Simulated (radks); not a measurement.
Spherical jellium clusters: N electrons in a uniform positive sphere of charge N and radius rs N^(1/3), rs = 4.62 bohr. Method: non-relativistic Kohn-Sham, LDA (Slater exchange, Perdew-Wang correlation), spin-polarised, spherical densities; computed with a radial shooting solver with Libxc functionals. Levels are named by radial order and angular momentum (1s, 1p, 1d, 2s, ...), and open shells are averaged over m.

N = 7, configuration 1s2 1p(up 3, down 2). This is the lowest configuration that the search found. Occupied and some empty levels:

level    occupation  eigenvalue (eV)  <r> (bohr)
1s up             1          -3.8646       5.940
1s down           1          -3.7078       5.959
1p up             3          -2.8656       7.154
1p down           2          -2.7151       7.224
1d up             0          -1.6529       8.326
1d down           0          -1.5265       8.446
2s up             0          -1.2306       8.375
2s down           0          -1.1511       8.523
1f up             0         -0.38746       10.02
1f down           0         -0.30018       10.28

Energy (eV): total -12.2623, kinetic 9.2548, external -177.88, Hartree 87.737, exchange-correlation -21.893, background 90.523.
